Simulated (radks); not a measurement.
These are the eigenvalues of the occupied orbitals of an atom or ion with whole-number occupations (Ry). Calculated with a radial shooting solver on a logarithmic mesh with Libxc functionals: scalar-relativistic Kohn-Sham, PBE, spin-polarised, spherical densities, point nucleus.

1s up: -4800.030
1s down: -4800.029
2s up: -822.0652
2s down: -822.0620
2p up: -721.9352
2p down: -721.9324
3s up: -188.3994
3s down: -188.3989
3p up: -158.4912
3p down: -158.4904
3d up: -123.1171
3d down: -123.1153
4s up: -39.08641
4s down: -39.08418
4p up: -29.27704
4p down: -29.27493
4d up: -16.60648
4d down: -16.60366
5s up: -6.35589
5s down: -6.31843
5p up: -4.03309
5p down: -3.98076
4f up: -2.65581
4f down: -2.64597
5d up: -1.48011
6p up: -1.03403

Which element is it, and in what charge state? The configuration may be excited. Open shells, if any, are filled with parallel spins first.

Answer. Z = 72, hafnium, charge +2: Hf2+ in [Xe] 4f14 5d1 6p1. The list shows which subshells hold electrons but not how many an open one holds; the 1s level, -2400 hartree, gives Z - s = 69.3 by -(Z - s)^2/2, which with screening and relativity narrows Z to a few neighbours, and the depths of the outer levels then fix element, charge and occupations together.
